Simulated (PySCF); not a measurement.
## Spectroscopy problems

PySCF 2.14 calculation with GFN2-xTB geometry, B3LYP/pcJ-1 coupling constants and shielding tensors at PBE0/pcSseg-1 (GIAO); one averaged value for each set of equivalent atoms, no relativistic terms, no solvent model, one conformer.

δ = σ(ref) − σ, references computed at the same level: ¹H and ¹³C against TMS. Multiplet labels drop J under 1 Hz and among equivalent protons, and merge close values. Unscaled 3J(H,H) run several per cent high. Splittings of carbon signals by F and P are missing where no couplings were computed. Where no couplings were computed, multiplicities follow the n + 1 count of equivalent neighbours, and m marks all less simple cases (inequivalent or close neighbours, rings, F or P nearby). Acid and N–H amide carbonyl carbons lie up to 10 ppm further downfield in solution (hydrogen bonding). Shifts are as computed. Against solution values, carbons near 30 ppm lie about +3 ppm off and those near 130 ppm about +5 ppm. Of 1211 compounds with measured shifts, 218 miss one by over three times the rms of a fit or turn the order of signals round; such compounds aren't used in these exercises. Groups on amide-type nitrogens are kept apart (slow C–N rotation). OH and NH positions are gas-phase values without hydrogen bonding to other molecules.

Question: C7H10N2. ¹H NMR (500 MHz, computed): δ 3.01 (s, 1H), 1.32 (s, 9H). ¹³C{¹H} NMR (computed): δ 118.8 (C), 38.8 (C), 33.3 (CH), 28.6 (CH3). Give a structure.

Answer: SMILES CC(C)(C)C(C#N)C#N. The formula gives 4 degrees of unsaturation (no ring in the answer). 4 carbon signals for 7 carbons: some carbons are equivalent by symmetry or fast rotation. Carbon types of the structure: 3 × C, 1 × CH, 3 × CH3, which accounts for all hydrogens. δC 118.8: nitrile carbon; typical of a nitrile. δC 33.3: sp3 CH α to a nitrile; a saturated carbon with 3 carbon neighbours and no heteroatom attached. δC 28.6: methyl carbon; a saturated carbon with 1 carbon neighbour and no heteroatom attached. δH 1.32: hydrogen on a methyl carbon; far from electronegative atoms and π systems.

This is the structure that produced the data.

Question: CH5NO. ¹H NMR (400 MHz, computed): δ 4.22 (br s, 1H), 3.32 (br s, 1H), 2.85 (s, 3H). ¹³C{¹H} NMR (computed): δ 44.6 (CH3). Give a structure.

Answer: N-Methylhydroxylamine (SMILES CNO). The formula gives 0 degrees of unsaturation. Carbon types of the structure: 1 × CH3, leaving 2 H on heteroatoms. δC 44.6: methyl carbon bonded to N; deshielded by the electronegative neighbour. δH 4.22: hydrogen on a nitrogen bonded to O or N; labile proton, position sensitive to the medium. δH 3.32: hydrogen on a N–OH oxygen; labile proton, position sensitive to the medium. δH 2.85: hydrogen on a methyl carbon bonded to N; its carbon carries N, hence the downfield position.

Question: C6H11OP. ¹H NMR (400 MHz, computed): δ 6.69 (m, 1H), 6.50 (m, 1H), 6.35 (m, 1H), 1.36 (m, 3H), 0.91 (m, 1H), 0.84 (m, 1H), 0.63 (m, 1H), 0.55 (m, 1H), 0.44 (m, 1H). ¹³C{¹H} NMR (computed): δ 143.0 (CH), 141.4 (CH2), 19.5 (CH3), 12.2 (CH), 2.7 (CH2), 2.2 (CH2). What is it?

Answer: SMILES C[P@](C=C)(=O)C1CC1. 6 carbon signals for 6 carbons: no two carbons are equivalent. Carbon types of the structure: 2 × CH, 3 × CH2, 1 × CH3, which accounts for all hydrogens. δC 143.0: alkene CH; an sp2 carbon of a C=C bond. δC 141.4: terminal =CH2 carbon; as expected for a trigonal carbon in a double bond. δH 6.69, 6.50: hydrogen on a terminal =CH2 carbon; olefinic region. δH 6.35: hydrogen on an alkene CH; olefinic region.

This is the structure that produced the data.

Question: C4H11NOSi3. ¹H NMR (600 MHz, computed): δ 6.18 (t, 1H), 5.35 (br, 1H), 4.86 (br, 1H), 4.84 (m, 2H), 4.16 (s, 6H). ¹³C{¹H} NMR (computed): δ 172.6, 168.5, 132.4, 13.2. Give a structure.

Answer: SMILES NC(=O)C1=C[SiH2]C1([SiH3])[SiH3]. Rings plus π bonds: 3 (1 ring in the answer). 4 carbon signals for 4 carbons: no two carbons are equivalent. Carbon types of the structure: 3 × C, 1 × CH, leaving 10 H on heteroatoms. δC 172.6: α carbon of a C=C–C=O unit. δC 168.5: amide carbonyl carbon; it is a carbonyl in resonance with an O or N lone pair, the region of acids, esters and amides. δC 132.4: β carbon of a C=C–C=O unit; conjugation with the carbonyl draws π density from the β position. δH 5.35, 4.86: hydrogen on an amide-type nitrogen; labile proton, position sensitive to the medium.

The shifts were computed for this structure.
